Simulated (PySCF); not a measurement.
Question: What does the PBE0-D3(BJ)/def2-SVP structure of GeMe4 (`[CH3][Ge]([CH3])([CH3])[CH3]`) look like in three dimensions?

Answer: 
```
atom  x, y, z in Å
C1    -0.2645   -1.0422   -1.6379
Ge2   -0.0052    0.0007   -0.0024
C3    -0.0803    1.9106   -0.4260
C4    -1.4067   -0.4410    1.2908
C5     1.7448   -0.4224    0.7674
H6    -1.2388   -0.8162   -2.0971
H7    -0.2281   -2.1208   -1.4218
H8     0.5228   -0.8125   -2.3720
H9     0.0683    2.5158    0.4813
H10   -1.0551    2.1777   -0.8613
H11    0.7044    2.1784   -1.1498
H12   -2.4028   -0.2101    0.8836
H13   -1.3786   -1.5116    1.5445
H14   -1.2727    0.1354    2.2188
H15    1.8175   -1.4940    1.0076
H16    2.5512   -0.1728    0.0612
H17    1.9100    0.1493    1.6933
```

Any rigid rotation of these coordinates is as good. Atoms count from 1 in this order. Ge2 (germanium bonded to 4 C) is tetrahedral (angles from 109.3° to 109.7°). All 4 C–Ge bonds measure 1.957 to 1.958 Å.

Bonds between heavy atoms (Å): C1–Ge2 1.957, Ge2–C3 1.958, Ge2–C4 1.957, Ge2–C5 1.958.

Method: PBE0-D3(BJ)/def2-SVP geometry optimisation, gas phase in PySCF.

Point group: Td (every atom within 0.08 Å of its image). Whether it is a minimum is left open (no frequencies).

Cost: about 70 s of CPU time on one thread; the machine was shared, so the figure is rough. This is the geometry optimisation.
